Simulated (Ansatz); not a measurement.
All values below come from r2SCAN-D4/def2-SVP in Ansatz (a program for electronic structure). No frequencies were computed at this level.

Ansatz 0.2 input:
```yaml
crystal:
  periodic: [false, false, false]
  atoms:
    - { symbol: Si, position_ang: [-2.035164, -0.314736, 0.345175] }
    - { symbol: Ge, position_ang: [-0.003346, 0.76929, -0.08018] }
    - { symbol: Si, position_ang: [2.0393, -0.360614, -0.276587] }
    - { symbol: H, position_ang: [-1.900932, -1.205601, 1.499354] }
    - { symbol: H, position_ang: [-3.126515, 0.619728, 0.622735] }
    - { symbol: H, position_ang: [-2.427281, -1.136679, -0.80183] }
    - { symbol: H, position_ang: [0.165556, 1.874149, 0.948337] }
    - { symbol: H, position_ang: [-0.18248, 1.641365, -1.309728] }
    - { symbol: H, position_ang: [2.370932, -1.028174, 0.984189] }
    - { symbol: H, position_ang: [1.953892, -1.391368, -1.313814] }
    - { symbol: H, position_ang: [3.146038, 0.532639, -0.617651] }
basis:
  gaussian: { orbitals: def2-svp }
hamiltonian:
  xc: r2scan
  dispersion: d4
relax:
  max_steps: 150
```

Output:

```
Functional definition: r2SCAN
1207 factors; their error is unknown
mean field evaluation 1: about -72388.9550 eV, gradient 1.9e1 eV
mean field evaluation 2: about -72389.5182 eV, gradient 1.6e1 eV
mean field evaluation 4: about -72389.8516 eV, gradient 4.4e-1 eV
mean field evaluation 8: about -72389.7557 eV, gradient 1.4e-2 eV
mean field -72389.75571965 eV, -2660.2744551585 hartree, gradient 5.9e-5 eV, S^2 0.000000; 0 other end points of the search recorded, 0 dependent functions left out
reference -72389.75573165 eV, -2660.2744555995 hartree; 34, 34 occupied and 74, 74 virtual orbitals, 1207 factors
relax step   1: F+E_penalty+E_count = -72389.81213852 eV  Δ(F+E_penalty+E_count) = +0.000e0 eV  max|allowed force component| = 5.651e-1 eV/Å  Δτ_max = 0.0000 Å  (23 SCF iters, accepted)
these checks for a lower state are left out or cut short: starts, cluster_reference, orbital_swaps, neighbouring_geometries, increment
1207 factors; their error is unknown
mean field evaluation 16: about -72389.8678 eV, gradient 1.4e-1 eV
mean field -72389.86790798 eV, -2660.2785780034 hartree, gradient 9.1e-6 eV, S^2 0.000000; 0 other end points of the search recorded, 0 dependent functions left out
reference -72389.86791998 eV, -2660.2785784443 hartree; 34, 34 occupied and 74, 74 virtual orbitals, 1207 factors
relax step   2: F+E_penalty+E_count = -72389.92491963 eV  Δ(F+E_penalty+E_count) = -1.128e-1 eV  max|allowed force component| = 3.523e-1 eV/Å  Δτ_max = 0.1406 Å  (27 SCF iters, accepted)
these checks for a lower state are left out or cut short: starts, cluster_reference, orbital_swaps, neighbouring_geometries, increment
1207 factors; their error is unknown
mean field -72389.90348508 eV, -2660.2798854379 hartree, gradient 2.0e-5 eV, S^2 0.000000; 0 other end points of the search recorded, 0 dependent functions left out
reference -72389.90349715 eV, -2660.2798858814 hartree; 34, 34 occupied and 74, 74 virtual orbitals, 1207 factors
relax step   3: F+E_penalty+E_count = -72389.96002762 eV  Δ(F+E_penalty+E_count) = -3.511e-2 eV  max|allowed force component| = 5.513e-2 eV/Å  Δτ_max = 0.1014 Å  (26 SCF iters, accepted)
these checks for a lower state are left out or cut short: starts, cluster_reference, orbital_swaps, neighbouring_geometries, increment
1207 factors; their error is unknown
mean field evaluation 32: about -72389.9065 eV, gradient 2.1e-4 eV
mean field -72389.90646527 eV, -2660.2799949579 hartree, gradient 1.8e-5 eV, S^2 0.000000; 0 other end points of the search recorded, 0 dependent functions left out
reference -72389.90647734 eV, -2660.2799954012 hartree; 34, 34 occupied and 74, 74 virtual orbitals, 1207 factors
relax step   4: F+E_penalty+E_count = -72389.96314572 eV  Δ(F+E_penalty+E_count) = -3.118e-3 eV  max|allowed force component| = 5.899e-2 eV/Å  Δτ_max = 0.0235 Å  (27 SCF iters, accepted)
these checks for a lower state are left out or cut short: starts, cluster_reference, orbital_swaps, neighbouring_geometries, increment
1207 factors; their error is unknown
mean field -72389.91191920 eV, -2660.2801953859 hartree, gradient 1.9e-5 eV, S^2 0.000000; 0 other end points of the search recorded, 0 dependent functions left out
reference -72389.91193126 eV, -2660.2801958291 hartree; 34, 34 occupied and 74, 74 virtual orbitals, 1207 factors
relax step   5: F+E_penalty+E_count = -72389.96874483 eV  Δ(F+E_penalty+E_count) = -5.599e-3 eV  max|allowed force component| = 6.542e-2 eV/Å  Δτ_max = 0.0678 Å  (26 SCF iters, accepted)
these checks for a lower state are left out or cut short: starts, cluster_reference, orbital_swaps, neighbouring_geometries, increment
1207 factors; their error is unknown
mean field -72389.91709764 eV, -2660.2803856902 hartree, gradient 9.6e-6 eV, S^2 0.000000; 0 other end points of the search recorded, 0 dependent functions left out
reference -72389.91710968 eV, -2660.2803861325 hartree; 34, 34 occupied and 74, 74 virtual orbitals, 1207 factors
relax step   6: F+E_penalty+E_count = -72389.97452698 eV  Δ(F+E_penalty+E_count) = -5.782e-3 eV  max|allowed force component| = 1.240e-1 eV/Å  Δτ_max = 0.1544 Å  (26 SCF iters, accepted)
these checks for a lower state are left out or cut short: starts, cluster_reference, orbital_swaps, neighbouring_geometries, increment
1207 factors; their error is unknown
mean field -72389.91871102 eV, -2660.2804449807 hartree, gradient 2.2e-5 eV, S^2 0.000000; 0 other end points of the search recorded, 0 dependent functions left out
reference -72389.91872304 eV, -2660.2804454223 hartree; 34, 34 occupied and 74, 74 virtual orbitals, 1207 factors
relax step   7: F+E_penalty+E_count = -72389.97620337 eV  Δ(F+E_penalty+E_count) = -1.676e-3 eV  max|allowed force component| = 4.754e-3 eV/Å  Δτ_max = 0.0207 Å  (27 SCF iters, accepted)
these checks for a lower state are left out or cut short: starts, cluster_reference, orbital_swaps, neighbouring_geometries, increment
1207 factors; their error is unknown
mean field -72389.91873054 eV, -2660.2804456981 hartree, gradient 2.2e-5 eV, S^2 0.000000; 0 other end points of the search recorded, 0 dependent functions left out
reference -72389.91874255 eV, -2660.2804461396 hartree; 34, 34 occupied and 74, 74 virtual orbitals, 1207 factors
relax step   8: F+E_penalty+E_count = -72389.97626398 eV  Δ(F+E_penalty+E_count) = -6.061e-5 eV  max|allowed force component| = 1.391e-3 eV/Å  Δτ_max = 0.0150 Å  (20 SCF iters, accepted)
these checks for a lower state are left out or cut short: starts, cluster_reference, orbital_swaps, neighbouring_geometries, increment
1207 factors; their error is unknown
mean field evaluation 64: about -72389.9187 eV, gradient 1.0e-1 eV
mean field -72389.91873955 eV, -2660.2804460291 hartree, gradient 2.3e-5 eV, S^2 0.000000; 0 other end points of the search recorded, 0 dependent functions left out
reference -72389.91875155 eV, -2660.2804464704 hartree; 34, 34 occupied and 74, 74 virtual orbitals, 1207 factors
relax step   9: F+E_penalty+E_count = -72389.97629422 eV  Δ(F+E_penalty+E_count) = -3.024e-5 eV  max|allowed force component| = 6.403e-3 eV/Å  Δτ_max = 0.0167 Å  (27 SCF iters, accepted)
these checks for a lower state are left out or cut short: starts, cluster_reference, orbital_swaps, neighbouring_geometries, increment
1207 factors; their error is unknown
mean field -72389.91880036 eV, -2660.2804482639 hartree, gradient 2.3e-5 eV, S^2 0.000000; 0 other end points of the search recorded, 0 dependent functions left out
reference -72389.91881237 eV, -2660.2804487052 hartree; 34, 34 occupied and 74, 74 virtual orbitals, 1207 factors
relax step  10: F+E_penalty+E_count = -72389.97634875 eV  Δ(F+E_penalty+E_count) = -5.454e-5 eV  max|allowed force component| = 6.652e-3 eV/Å  Δτ_max = 0.0150 Å  (26 SCF iters, accepted)
1207 factors; their error is unknown
mean field -72389.91880036 eV, -2660.2804482639 hartree, gradient 2.3e-5 eV, S^2 0.000000; 1 other end points of the search recorded, 0 dependent functions left out
reference -72389.91881237 eV, -2660.2804487052 hartree; 34, 34 occupied and 74, 74 virtual orbitals, 1207 factors
Total energy: -72389.97636076 eV, -2660.2825635697 hartree
Atom 0 at    -1.926520    -0.346071     0.346464 Å, force     0.001573     0.002016    -0.002079 eV/Å
Atom 1 at    -0.001555     0.987164    -0.082344 Å, force     0.000290    -0.006652     0.001666 eV/Å
Atom 2 at     1.927758    -0.392602    -0.284630 Å, force    -0.003361     0.002765     0.001586 eV/Å
Atom 3 at    -1.724922    -1.126685     1.605044 Å, force    -0.000396     0.000927     0.001163 eV/Å
Atom 4 at    -3.151438     0.497474     0.492025 Å, force     0.001225     0.000986     0.000277 eV/Å
Atom 5 at    -2.131875    -1.304806    -0.781607 Å, force    -0.000185    -0.001023    -0.000774 eV/Å
Atom 6 at     0.197765     1.997003     1.063321 Å, force     0.000821    -0.000606    -0.004799 eV/Å
Atom 7 at    -0.203896     1.791704    -1.379857 Å, force    -0.001004     0.001224     0.003455 eV/Å
Atom 8 at     2.137680    -1.148400     0.987496 Å, force     0.000297    -0.001609     0.002380 eV/Å
Atom 9 at     1.727537    -1.373351    -1.394510 Å, force     0.000187    -0.000351    -0.002357 eV/Å
Atom 10 at     3.149466     0.418568    -0.571402 Å, force     0.000553     0.002323    -0.000518 eV/Å
Dipole moment:     0.000033     0.010891    -0.000851 e Å
```

Cost: around 60 core-seconds (rough).
